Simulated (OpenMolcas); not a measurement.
# What dynamic correlation does to the levels of Co+

| Property | Result |
| --- | --- |
| Program | OpenMolcas 26.06 |
| Basis | ANO-R2 [7s5p4d2f1g] |
| Scalar Hamiltonian | X2C, finite nucleus |
| Active space | 8 electrons in 6 orbitals (3d 4s) |
| State averaging | 2S+1 = 3 even, 55 roots; 2S+1 = 5 even, 10 roots kept (CI in the orbitals of an earlier block); 2S+1 = 1 even, 33 roots kept (CI in the orbitals of an earlier block) |
| Spin-orbit coupling | state interaction with AMFI integrals over the reference wave functions, term energies averaged over their components |

Methods on the same reference wave functions:
A. CASSCF
B. SS-CASPT2, IPEA 0.25 Eh, imaginary shift 0.1 Eh (closed shells correlated: 3s 3p)
C. MS-CASPT2, IPEA 0.25 Eh, imaginary shift 0.1 Eh (closed shells correlated: 3s 3p)

Energies in cm⁻¹ above 3d⁸ ³F₄, the measured ground level; measured values from NIST Handbook of Basic Atomic Spectroscopic Data.

| Level | A | B | C | Measured |
| --- | --- | --- | --- | --- |
| 3d⁷ 4s ⁵F₅ | -26020 | -731 | -702 | 3350 |
| 3d⁷ 4s ⁵F₄ | -25367 | -82.8 | -53.0 | 4029 |
| 3d⁷ 4s ⁵F₃ | -24851 | 434 | 463 | 4561 |
| 3d⁷ 4s ⁵F₂ | -24471 | 815 | 844 | 4950 |
| 3d⁷ 4s ⁵F₁ | -24220 | 1065 | 1094 | 5205 |
| 3d⁷ 4s ³F₄(1) | -17544 | 5100 | 5130 |  |
| 3d⁷ 4s ³F₃(1) | -16664 | 5980 | 6010 |  |
| 3d⁷ 4s ³F₂(1) | -16044 | 6590 | 6620 |  |
| 3d⁷ 4s ⁵P₃ | -7323 | 14350 | 14380 |  |
| 3d⁷ 4s ⁵P₂ | -7042 | 14600 | 14660 |  |
| 3d⁷ 4s ⁵P₁ | -6731 | 14930 | 14970 |  |
| 3d⁷ 4s ³G₅ | -5302 | 17480 | 17510 |  |
| 3d⁷ 4s ³G₄ | -4927 | 17840 | 17870 |  |
| 3d⁷ 4s ³G₃ | -4543 | 18240 | 18270 |  |
| 3d⁷ 4s ¹G₄ | -890 | 20750 | 20780 |  |
| 3d⁸ ³F₄ | 0.0 | 0.0 | 0.0 | 0.0 |
| 3d⁷ 4s ³H₆ | 860 | 23670 | 23700 |  |
| 3d⁸ ³F₃ | 1031 | 1030 | 1033 | 950 |
| 3d⁷ 4s ³H₅ | 1203 | 24000 | 24030 |  |
| 3d⁷ 4s ³P₂(2) [58 %] | 1250 | 20670 | 20290 |  |
| 3d⁷ 4s ³H₄ | 1626 | 24390 | 24420 |  |
| 3d⁸ ³F₂ | 1758 | 1737 | 1730 | 1597 |
| 3d⁷ 4s ³D₃ | 2920 | 23720 | 23750 |  |
| 3d⁷ 4s ³D₂ | 3573 | 24250 | 24350 |  |

A puts 3d⁷ 4s ⁵F₅ lowest. B puts 3d⁷ 4s ⁵F₅ lowest. C puts 3d⁷ 4s ⁵F₅ lowest.

Deviations, from unrounded energies. A percentage is the sum of absolute deviations over the sum of measured energies, with the sign that they share, or ± where signs differ.

```json
{"Against measurement": "mean absolute deviation (cm-1)", "Levels": "7", "A": "21000", "B": "3000", "C": "3000"}
{"Against measurement": "fine structure of the ground term (%)", "Levels": "2", "A": "+9.5", "B": "+8.6", "C": "+8.4"}
{"Against measurement": "other configurations (%)", "Levels": "5", "A": "-665.4", "B": "-93.2", "C": "-92.5"}
```

B, C lie about equally close to measurement and A furthest from it. The largest miss of C in the table is 3d⁷ 4s ⁵F₁, by -4100 cm-1. The ranking rests on the paired levels alone, and a cruder setting can come out closer through cancelling errors.

Between B and C the level of the table that moves most is 3d⁷ 4s ³P₂(2) [58 %], by 390 cm-1 (lowest in C, highest in B). Moves below CASPT2's spread within the term are not significant.

The mean deviations of B to C differ by less than CASPT2's widest spread within a term (3100 cm-1), so their order carries little weight.

The lowest spin-free term lies below A's lowest term by 0.635 hartree in B, 0.635 hartree in C.

CASPT2 does not keep the components of a term degenerate, so their means are used; among the terms shown or strongly mixed into the levels shown the widest spread is 3100 cm-1 (3d⁸ ³F, C). Over all roots computed the reference weight is 0.87 to 0.92 in B, 0.87 to 0.92 in C; the roots of lowest weight are the least certain, and an intruder state may touch them. Terms from blocks run as CI alone lack orbitals of their own. The lowest computed level is not the ground level that NIST lists (3F4). A single d shell beside an s shell can misplace configurations of different d count against each other. The CASPT2 spread within a term exceeds the gap to the next term for 3d⁷ 4s ⁵F and 3d⁸ ³F, 3d⁷ 4s ³H and 3d⁷ 4s ³D, so the order of their levels is uncertain, and so are names and mixing where such terms share a J (figures for B; the like holds for C). Without dynamic correlation excited terms often stand tens of per cent too high (terms of higher spin than the ground term too low), and those without a measured partner can miss by more than the paired ones (holds for A). Measured partners are found by configuration, term and J. A level has none where our copy of the source lacks it or the pairing is in doubt (some pairs that miss far off the trend of their configuration count as doubtful), and it then counts in no deviation. Only configurations of the active space appear. The table leaves out levels that lie high or whose names do not pair safely across all columns.

A share in square brackets marks a mixed level and gives the weight of the term that names it, the lowest over the columns. A number in round brackets counts repeated terms of one configuration in the order of the reference energies.
